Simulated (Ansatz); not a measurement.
Relaxation of C₃H₈SSi (13 atoms, charge 0, multiplicity 1), to a largest force component of 0.015 eV/Å in at most 40 steps.

Level of theory: Ansatz 0.2.0, RKS CAM-B3LYP-D4/6-31G*.

```xyz
13
Properties=species:S:1:pos:R:3
C -2.510 -0.146 1.290
S -1.162 -1.211 0.990
C -0.686 -1.564 2.609
C 0.371 -2.490 2.873
Si 0.986 -2.921 4.486
H -3.328 -0.617 1.844
H -2.962 0.228 0.333
H -2.204 0.790 1.847
H -1.273 -1.175 3.431
H 0.876 -2.888 2.006
H 0.850 -4.402 4.625
H 2.378 -2.546 4.638
H 0.142 -2.225 5.562
```

Where does it end, and by what steps?

The run converged. After 8 steps the energy has fallen by 0.483 eV; H11 moved furthest, 0.15 Å.

```csv
step,energy less start (eV),largest force component (eV/Å),accepted
0,0.0000,3.474,yes
1,-0.3539,1.659,yes
2,-0.4405,0.765,yes
3,-0.4191,0.501,no
4,-0.4789,0.161,yes
5,-0.4823,0.052,yes
6,-0.4829,0.029,yes
7,-0.4830,0.021,yes
8,-0.4831,0.013,yes
```

```xyz
13
Properties=species:S:1:pos:R:3
C -2.555 -0.106 1.352
S -1.161 -1.186 0.923
C -0.606 -1.644 2.529
C 0.399 -2.492 2.769
Si 0.936 -2.912 4.494
H -3.332 -0.654 1.888
H -2.970 0.262 0.413
H -2.224 0.749 1.946
H -1.151 -1.170 3.344
H 0.909 -2.943 1.918
H 0.816 -4.367 4.771
H 2.351 -2.531 4.740
H 0.068 -2.171 5.447
```

Whether the end is a true minimum wasn't checked by a vibrational analysis.

Time of the run: 60 s on 2 threads of Arm Neoverse N1, with other jobs on the host, peak memory 0.27 GiB.
